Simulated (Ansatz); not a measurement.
Cartesian coordinates (Å):
```xyz
2

I      0.8166     0.0000     0.0000
H     -0.8166     0.0000     0.0000
```
Charge +1, spin multiplicity 2.

The numbers are results of Ansatz (a quantum-chemistry and plane-wave program) with frozen-core CCSD(T)/def2-TZVPP // PBE0-D3(BJ)/def2-TZVP, not measurements.

```
Property                       Result
----------------------  -------------
HF energy               -296.88939 Ha
MP2 correlation energy    -0.47170 Ha
```

Task: Estimate the CCSD correlation energy, the (T) correction, the total energy and the T1 diagnostic.

Result: 
```json
{
 "CCSD correlation energy": "-0.45491 Ha",
 "(T) correction": "-0.00764 Ha",
 "CCSD(T) total energy": "-297.35193 Ha",
 "T1 diagnostic": "0.008"
}
```
